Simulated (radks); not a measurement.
Initial-state core-level shifts of the antimony ion Sb3+ when its valence configuration changes from [Kr] 4d10 5s2. Calculated with a radial shooting solver on a logarithmic mesh with Libxc functionals: scalar-relativistic Kohn-Sham, r2SCAN, spin-polarised, spherical densities, finite nucleus; open shells are filled with parallel spins first (spin-orbit coupling, left out, can overturn this in heavy ions); meta-GGA in the generalised Kohn-Sham scheme; Fermi nuclear charge, rms radius 4.6802 fm. Shifts are changes of the shell-averaged eigenvalues in eV (positive: less bound); the change of the density at the nucleus, which sets a Mossbauer isomer shift, is in e/bohr^3, on a base of 2.15e+05.

valence,2s,3p,3d,4p,density at nucleus
4d8 5s2 5p2,-19.563,-18.809,-18.946,-15.131,+41.83
4d10 5s1 5p1,-1.209,-1.240,-1.239,-1.244,-62.35
4d9.5 5s2 5p0.5,-4.849,-4.687,-4.717,-3.865,+9.49
4d8 5s1 5p3,-20.415,-19.695,-19.833,-16.005,-28.91
4d9.5 5s1 5p1.5,-5.951,-5.821,-5.850,-4.997,-54.55
4d8.5 5s2 5p1.5,-14.625,-14.086,-14.186,-11.427,+30.63
4d9 5s1 5p2,-10.731,-10.422,-10.484,-8.706,-46.34
4d7 5s2 5p3,-29.553,-28.315,-28.537,-22.403,+65.13
4d9 5s2 5p1,-9.722,-9.381,-9.444,-7.673,+19.80
